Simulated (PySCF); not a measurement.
# Radial density of Tc (technetium, neutral)

TPSSh, [Kr] 4d6 5s1, high-spin 6D determinant (an excited configuration). Computed with PySCF 2.14 in aug-cc-pVTZ-PP with one added diffuse shell each of s, p, d, f, g type with ECP28MDF (7s7p6d4f3g, 113 functions), with scalar relativity through the core potential. This is the valence pseudo-density: the core potential removes the inner electrons and smooths the orbitals near the nucleus.

```csv
r (bohr),4πr²ρ (e/bohr),4πr²(ρα − ρβ)
0.0330,2.089e-05,0.0000
0.0555,5.132e-05,0.0000
0.0933,0.0001812,0.0000
0.157,0.001589,0.0004
0.264,0.02571,0.0061
0.444,0.6870,0.1090
0.747,7.938,1.0777
1.26,10.69,2.4693
2.11,3.018,1.6506
3.56,0.6799,0.5272
5.98,0.05906,0.0484
10.1,0.0007126,0.0006
```

Energies and moments cover only the electrons outside the core potential.
